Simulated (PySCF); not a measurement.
# Atomic charges by several schemes

Compound: C2H8O2Si.
Atom-mapped SMILES: `[CH3:1][Si:2]([CH3:3])([OH:4])[OH:5]` (hydrogens: H6, H7, H8 on C1; H9, H10, H11 on C3; H12 on O4; H13 on O5)

Geometry (PBE0-D3(BJ)/def2-SVP, Å), atoms numbered from 1 in this order:
```
atom  x, y, z in Å
C1    -1.4873    0.5933    0.1118
Si2    0.0989   -0.3750   -0.1217
C3     1.5959    0.7154    0.0275
O4     0.1332   -1.6258    0.9890
O5     0.1835   -1.0639   -1.6349
H6    -1.5311    1.0753    1.1020
H7    -2.3762   -0.0496    0.0066
H8    -1.5643    1.3885   -0.6466
H9     1.6226    1.4551   -0.7876
H10    2.5145    0.1119   -0.0308
H11    1.6024    1.2588    0.9851
H12   -0.5172   -1.5843    1.6940
H13   -0.2838   -1.8986   -1.7299
```

Density: PBE0/pcSseg-1 (PySCF); schemes: Mulliken, IAO, Hirshfeld and ESP-fitted. One conformer (not necessarily the lowest) at the PBE0-D3(BJ)/def2-SVP geometry, without solvent, vibrations or thermal averaging.

Q: Tabulate the Mulliken, IAO, Hirshfeld and ESP-fitted charges.

A: In e:

```csv
atom,environment,Mulliken,IAO,Hirshfeld,ESP-fitted
C1,Si-methyl carbon,-0.685,-0.767,-0.225,-0.971
Si2,oxygen-bound silicon,+1.125,+1.455,+0.493,+1.266
C3,Si-methyl carbon,-0.649,-0.756,-0.220,-0.754
O4,silanol oxygen,-0.575,-0.795,-0.326,-0.807
O5,silanol oxygen,-0.562,-0.790,-0.320,-0.766
H6,methyl hydrogen,+0.136,+0.150,+0.040,+0.215
H7,methyl hydrogen,+0.137,+0.150,+0.040,+0.202
H8,methyl hydrogen,+0.148,+0.161,+0.046,+0.234
H9,methyl hydrogen,+0.145,+0.159,+0.046,+0.183
H10,methyl hydrogen,+0.152,+0.163,+0.048,+0.189
H11,methyl hydrogen,+0.136,+0.151,+0.042,+0.154
H12,hydroxyl hydrogen,+0.245,+0.360,+0.168,+0.432
H13,hydroxyl hydrogen,+0.249,+0.360,+0.169,+0.422
```

Mean size of the charges over all atoms: ESP-fitted 0.507 e, IAO 0.478 e, Mulliken 0.380 e, Hirshfeld 0.168 e. Each set sums to the total charge, 0, to within 0.001 e. The Hirshfeld scheme weights the molecular density at each point by an atom's share of the summed free-atom densities. The IAO scheme projects the occupied orbitals on a minimal set of polarised atomic orbitals and counts the electrons in each atom's part of it.

Lowest charge. The schemes don't all agree: Mulliken C1 (-0.685); IAO O4 (-0.795); Hirshfeld O4 (-0.326); ESP-fitted C1 (-0.971).

Highest charge. All schemes agree: Mulliken Si2 (+1.125); IAO Si2 (+1.455); Hirshfeld Si2 (+0.493); ESP-fitted Si2 (+1.266).

Q: How many electrons does the Mulliken scheme count on C1?

A: Z − q = 6 − (-0.685) = 6.685.

Q: Sum the charges by element, for elements with more than one atom.

A: 
```json
{"element": "C", "atoms": "2", "Mulliken": "-1.334", "IAO": "-1.523", "Hirshfeld": "-0.445", "ESP-fitted": "-1.725"}
{"element": "O", "atoms": "2", "Mulliken": "-1.138", "IAO": "-1.586", "Hirshfeld": "-0.645", "ESP-fitted": "-1.574"}
{"element": "H", "atoms": "8", "Mulliken": "+1.347", "IAO": "+1.654", "Hirshfeld": "+0.597", "ESP-fitted": "+2.032"}
```

The run behind these numbers computed NMR shieldings as well. Time: 14 s (grids of density and orbitals included); peak memory 0.64 GiB. Hardware: one thread of an Arm Neoverse V1, no GPU, shared host with 32 logical CPUs at a one-minute load of 11.
